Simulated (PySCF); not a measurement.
# From computed data to an observable: chemical shift, span and skew from a shielding tensor

ammonia borane (BH6N), SMILES [BH3-][NH3+]. Atoms are numbered in the order given.

```xyz
8

B      0.0000     0.0000    -0.9246
N      0.0000     0.0000     0.7243
H      0.0000    -1.1752    -1.2431
H      1.0178     0.5876    -1.2431
H     -1.0178     0.5876    -1.2431
H     -0.8270    -0.4774     1.0940
H      0.0000     0.9549     1.0940
H      0.8270    -0.4774     1.0940
```

Geometry optimised at PBE-D3(BJ)/def2-TZVP.

GIAO shieldings from PBE0/pcSseg-2 (PySCF), non-relativistic, no solvent. The symmetric part of the tensor of N2 has the principal values 217.7, 230.3, 230.3 ppm. The same nucleus in NH3 has σ = 263.3 ppm at this level (PySCF, at its B3LYP-D3(BJ)/def2-TZVP geometry).

**Question.** Work out the isotropic shielding, the ¹⁵N shift against NH3, the span and the skew.

**Answer.** 
σ(iso) = (σ11 + σ22 + σ33)/3 = 226.1 ppm. δ = σ(ref) − σ(iso) = 263.3 − (226.1) = 37.2 ppm.
Span Ω = σ33 − σ11 = 12.6 ppm. Skew κ = 3(σ(iso) − σ22)/Ω = -1.00, an axial tensor. Tumbling in solution averages the tensor to δ; in a static solid the shielding alone would spread this spin-1/2 line over Ω.
